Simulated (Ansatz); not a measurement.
Reactions of BrH2NSi, SMILES `N[Si]Br`.

Computed with Ansatz on PBE0-D4/def2-TZVP structures; ΔE is electronic, products minus reactants. CBS: MP2 limit from def2 TZ/QZ plus the TZ coupled-cluster correction, frozen cores. This one scheme is used for every species. DFT in def2-TZVPP. For Br outer-core shells are correlated without core-valence functions, which leaves a few kJ/mol of doubt a bond. Scalar relativity is left out up to krypton. One conformer a species, not always the lowest.

```json
{"reaction": "`N[Si]Br` + H₂S → `S[Si]Br` + NH₃", "PBE0-D4 (kcal/mol)": "0.4", "ωB97M-V (kcal/mol)": "2.9", "ωB97X-V (kcal/mol)": "3.4", "HF/CBS(def2) (kcal/mol)": "5.5"}
{"reaction": "`N[Si]Br` + `[SiH3]N[SiH3]` → `[SiH3]N([SiH3])[Si]Br` + NH₃", "PBE0-D4 (kcal/mol)": "-0.3", "ωB97M-V (kcal/mol)": "0.4", "ωB97X-V (kcal/mol)": "1.2", "HF/CBS(def2) (kcal/mol)": "6.0"}
{"reaction": "`N[Si]Br` + H–F → `N[Si]F` + HBr", "PBE0-D4 (kcal/mol)": "-6.2", "ωB97M-V (kcal/mol)": "-9.3", "ωB97X-V (kcal/mol)": "-9.9", "HF/CBS(def2) (kcal/mol)": "-12.1"}
{"reaction": "`N[Si]Br` + H–F → `F[Si]Br` + NH₃", "PBE0-D4 (kcal/mol)": "-11.9", "ωB97M-V (kcal/mol)": "-13.9", "ωB97X-V (kcal/mol)": "-13.6", "HF/CBS(def2) (kcal/mol)": "-15.5"}
```

Q: Give the CCSD(T)/CBS values in the same order. (An estimate is asked.)

A: The calculation gave: 1.7, -1.0, -7.7, -12.4 kcal/mol.

Largest T1 diagnostic: 0.014, for `N[Si]F`.
